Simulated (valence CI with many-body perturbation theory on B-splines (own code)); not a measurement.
**E1 transitions of Cu²⁴⁺**

Method: configuration interaction combined with many-body perturbation theory (CI+MBPT): three valence electrons over a frozen Dirac-Fock core [He], radial functions for each j: 11 s, 11 p, 9 d, 7 f, 5 g, 2 h, 1 i, with the one-electron correlation potential Σ1, the two-electron term Σ2, the three-electron term Σ3, Breit, model QED; selected CI, second order for the rest (own B-spline code, finite nucleus).

No measured levels were compared; by estimate levels of excited configurations hold to 0.05 to 0.15 % of their energy, terms of the ground configuration to about 0.5 %.

Lines 1 to 50 of 254 in falling wavelength, among levels below 1493.5 eV, chosen from the strongest by gf and those to the six lowest levels. Wavelengths and rates use the calculated energies, so an error of 900 cm⁻¹ moves a line at 596.4 Å by 0.54 % and its rate by three times that or more. Electric multipoles are in the length gauge, E1 and E2 with the static RPA response of the core. Weak lines are less certain than strong ones. Lines between different terms over intervals too small for the method are left out, as are lines whose strength nearly cancels. The highest levels of a list are the least certain.

Names give the largest LS component (configuration and term), which can be under half, so a name can repeat, a term be missing and a line seem to break the LS rules; names also repeat where a configuration has a term twice. Letters in brackets count levels of one name in rising energy.

```csv
λ vac (Å),Upper,Lower,A (s⁻¹),S (a.u.)
596.4,2s2p3d ⁴F°_9/2,2s2p3p ⁴D_7/2,5.62e+08,5.88e-01
584.3,2p²3p ⁴P°_5/2,2p²3s ⁴P_5/2,3.48e+08,2.06e-01
569.7,2s2p3d ⁴F°_7/2,2s2p3p ⁴D_5/2,6.24e+08,4.55e-01
547.2,2s2p3d ²F°_7/2 [b],2s2p3p ²D_5/2 [b],6.33e+08,4.10e-01
537.0,2s2p3d ⁴D°_7/2,2s2p3p ⁴P_5/2,4.08e+08,2.50e-01
536.7,2p²3d ⁴F_5/2,2p²3p ⁴D°_3/2,6.02e+08,2.76e-01
503.4,2s2p3d ²D°_5/2 [b],2s2p3p ²P_3/2,6.41e+08,2.42e-01
498.1,2s2p3d ⁴P°_5/2,2s2p3p ⁴S_3/2 [a],6.42e+08,2.35e-01
493.8,2s²3d ²D_5/2,2s²3p ²P°_3/2,8.83e+08,3.15e-01
480.2,2s2p3d ⁴F°_5/2,2s2p3p ⁴D_3/2,7.04e+08,2.31e-01
466.3,2p²3p ⁴D°_5/2,2p²3s ⁴P_3/2,1.19e+09,3.58e-01
463.9,2s2p3d ²F°_5/2 [a],2s2p3p ²D_3/2 [a],9.73e+08,2.88e-01
463.2,2p²3p ²P°_3/2,2p²3s ²D_3/2 [a],8.56e+08,1.68e-01
461.3,2p²3p ⁴D°_7/2,2p²3s ⁴P_5/2,1.76e+09,6.81e-01
460.4,2s2p3p ²D_3/2 [a],2s2p3s ²P°_1/2 [a],8.64e+08,1.67e-01
459.8,2p²3d ⁴F_3/2,2p²3p ⁴D°_1/2,1.08e+09,2.07e-01
459.2,2s2p3d ²F°_5/2 [b],2s2p3p ²D_3/2 [b],7.73e+08,2.22e-01
456.2,2s2p3d ⁴F°_3/2,2s2p3p ⁴D_1/2,9.17e+08,1.72e-01
455.1,2s2p3d ²D°_5/2 [a],2s2p3p ⁴S_3/2 [b],6.63e+08,1.85e-01
440.3,2p²3p ⁴D°_3/2,2p²3s ⁴P_1/2,1.38e+09,2.33e-01
433.7,2p²3p ²F°_5/2,2p²3s ²D_3/2 [a],1.41e+09,3.41e-01
431.2,2s2p3d ²F°_7/2 [a],2s2p3p ²D_5/2 [a],1.20e+09,3.80e-01
430.9,2s2p3p ⁴P_3/2,2s2p3s ⁴P°_5/2,9.69e+08,1.53e-01
418.5,2s2p3p ²D_5/2 [a],2s2p3s ²P°_3/2 [a],1.38e+09,3.00e-01
416.7,2s²3d ²D_3/2,2s²3p ²P°_1/2,1.19e+09,1.70e-01
414.2,2s2p3p ⁴D_7/2,2s2p3s ⁴P°_5/2,2.05e+09,5.76e-01
411.6,2s2p3p ²D_5/2 [b],2s2p3s ²P°_3/2 [b],1.37e+09,2.84e-01
403.3,2s2p3d ²D°_3/2 [a],2s2p3p ²P_1/2 [a],1.10e+09,1.42e-01
396.9,2s2p3p ⁴P_5/2,2s2p3s ⁴P°_5/2,1.67e+09,3.10e-01
394.7,2s2p3p ⁴D_5/2,2s2p3s ⁴P°_3/2,2.30e+09,4.19e-01
394.0,2p²3p ⁴S°_3/2,2p²3s ⁴P_5/2,2.13e+09,2.58e-01
385.1,2s²3p ²P°_3/2,2s²3s ²S_1/2,2.27e+09,2.56e-01
383.3,2s2p3p ²P_3/2,2s2p3s ²P°_1/2 [b],1.44e+09,1.60e-01
379.9,2s2p3p ⁴P_1/2,2s2p3s ⁴P°_3/2,2.47e+09,1.34e-01
375.3,2s2p3p ²S_1/2 [a],2s2p3s ²P°_3/2 [a],2.42e+09,1.26e-01
375.0,2s2p3p ⁴S_3/2 [b],2s2p3s ⁴P°_5/2,1.30e+09,1.35e-01
368.7,2s2p3p ⁴S_3/2 [a],2s2p3s ⁴P°_1/2,2.10e+09,2.08e-01
354.5,2p²3p ²F°_5/2,2p²3s ⁴P_5/2,1.05e+09,1.39e-01
310.9,2s2p3p ²D_5/2 [a],2s2p3s ⁴P°_5/2,1.28e+09,1.14e-01
212.4,2s2p² ⁴P_5/2,2s²2p ²P°_3/2,1.93e+08,5.48e-03
197.0,2p³ ²D°_5/2,2s2p² ²P_3/2,3.65e+09,8.27e-02
163.6,2p³ ⁴S°_3/2,2s2p² ²D_3/2,5.37e+08,4.65e-03
161.5,2p²3s ²D_5/2,2s2p3s ²P°_3/2 [b],8.64e+09,1.08e-01
148.7,2p³ ²D°_3/2,2s2p² ²P_1/2,9.61e+09,6.24e-02
144.1,2p²3d ⁴F_5/2,2s2p3d ⁴F°_7/2,7.87e+09,6.97e-02
139.7,2p²3s ²D_3/2 [a],2s2p3s ²P°_3/2 [a],9.37e+09,5.04e-02
138.4,2p²3p ⁴D°_7/2,2s2p3p ⁴D_7/2,8.58e+09,8.98e-02
133.8,2p²3s ⁴P_5/2,2s2p3s ⁴P°_5/2,9.22e+09,6.55e-02
130.9,2s2p² ²D_5/2,2s²2p ²P°_3/2,7.47e+09,4.97e-02
128.1,2p³ ²D°_5/2,2s2p² ²D_5/2,1.44e+10,8.94e-02
```
